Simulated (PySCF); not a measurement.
## Ionisation energy of As⁺ by level of theory

As⁺ [Ar] 3d10 4s2 4p2 (3P) → As²⁺ [Ar] 3d10 4s2 4p1 (2P), as a difference of total energies. Computed with PySCF 2.14 in def2-TZVPPD (7s5p5d1f, 54 functions), with the non-relativistic Hamiltonian (point nucleus). Correlated levels: valence and next inner shell: [Ne] frozen. The calculations carry no spin-orbit coupling.

| method | ionisation energy (eV) | plus first-order spin-orbit estimate | difference from reference of that sum (eV) |
| --- | --- | --- | --- |
| UHF | 17.971 | 17.939 | -0.650 |
| MP2 (valence and next inner shell) | 18.446 | 18.414 | -0.175 |
| SCS-MP2 (valence and next inner shell) | 18.337 | 18.305 | -0.284 |
| CCSD (valence and next inner shell) | 18.434 | 18.402 | -0.187 |
| CCSD(T) (valence and next inner shell) | 18.464 | 18.432 | -0.157 |

Reference: 18.589 eV (measured; NIST Atomic Spectra Database, ionization energies).

A first-order spin-orbit estimate (lowest level to lowest level, LS coupling) adds -0.032 eV.

These non-relativistic numbers lack the scalar-relativistic shift.

Errors of the correlated levels include the incompleteness of this basis and the frozen core.
